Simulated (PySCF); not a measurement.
Atoms are numbered as in `[CH2:1]=[C:2]([C:3]#[C:4][CH3:5])[CH2:6][O:7][CH2:8][O:9][CH3:10]`; H(Xn) means a hydrogen on atom n. Ha(C1) is cis to C3; Hb(C1) is trans to C3.

PySCF 2.14 calculation with structure optimised with GFN2-xTB and NMR shieldings at PBE0/pcSseg-1/GIAO; non-relativistic, rapidly exchanging positions averaged, one computed conformer, no solvent model.

Scale: 13C (186.93 ppm) and 1H (31.72 ppm) against TMS; H2O for 17O (336.08 ppm) (reference shieldings calculated alike).

```tsv
atoms	nucleus	count	Hirshfeld charge	δ (ppm)
H(C10)	1H	3	0.04	3.49
C5	13C	1	-0.10	5.6
C2	13C	1	0.00	135.0
C1	13C	1	-0.10	?
H(C8)	1H	2	0.04	4.95
C8	13C	1	0.07	99.6
O7	17O	1	-0.13	67.5
H(C5)	1H	3	0.06	?
O9	17O	1	-0.15	?
Hb(C1)	1H	1	0.04	6.03
H(C6)	1H	2	0.04	4.13
Ha(C1)	1H	1	0.05	5.87
C6	13C	1	0.00	73.4
C3	13C	1	-0.07	?
C10	13C	1	-0.04	56.4
C4	13C	1	-0.04	?
```

Fill in the missing shifts.

Results:


- C1: 126.8 ppm, terminal =CH2 carbon; an sp2 carbon of a C=C bond
- C4: 96.2 ppm, alkyne carbon; sp carbons lie upfield of alkene carbons because the cylindrical π system leaves one tensor component strongly shielded
- C3: 84.4 ppm, alkyne carbon; the triple bond shields along its axis, which puts it between sp3 and sp2 carbons
- H(C5): 2.16 ppm, hydrogen on a propargylic methyl carbon
- O9: 51.0 ppm, ether oxygen

Shifts are as computed. Against solution values, carbons near 30 ppm lie about +3 ppm off and those near 130 ppm about +5 ppm. Of 1211 compounds with measured shifts, 218 miss one by over three times the rms of a fit or turn the order of signals round; such compounds aren't used in these exercises. Experimental scales use liquid or dissolved standards, which lie at an offset from isolated H2O (liquid H2O: subtract about 36 ppm).
